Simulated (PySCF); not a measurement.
Gas-phase reaction: ZrOCl2 + H2O ⇌ ZrCl2(OH)2

Energies from PySCF, thermal terms from the rigid-rotor harmonic-oscillator model, ideal gas at 1 bar. † marks an energy on the PBE0/def2-TZVP geometry and frequencies; other levels use their own. MP2 and CCSD(T) freeze the core. All species are closed-shell singlets. Zr: scalar-relativistic def2 core potential, no spin-orbit coupling. ZrOCl2, ZrCl2(OH)2: computed as isolated molecules; such fragments, hydroxides, amides, oligomers or adducts are transient or little studied in the gas. MP2 isn't extrapolated to the basis-set limit. CCSD(T) isn't extrapolated to the basis-set limit.

| level | ΔH°(298 K), kJ |
|---|---|
| BLYP/def2-TZVP† | [?] |
| CCSD(T)/def2-TZVPP† | -278 |
| M06-2X/def2-TZVP† | -299 |
| MP2/def2-SVP† | -280 |
| MP2/def2-TZVPP† | -253 |
| PBE/def2-SVP | [?] |
| PBE0/def2-QZVP† | -277 |
| PBE0/def2-TZVP | [?] |
| r2SCAN/def2-TZVP† | -290 |
| ωB97M-V/def2-TZVP† | [?] |

Task: Some entries are withheld; supply them.

Result: 
- BLYP/def2-TZVP†, ΔH°(298 K), kJ: -264
- PBE/def2-SVP, ΔH°(298 K), kJ: -299
- PBE0/def2-TZVP, ΔH°(298 K), kJ: -282
- ωB97M-V/def2-TZVP†, ΔH°(298 K), kJ: -296
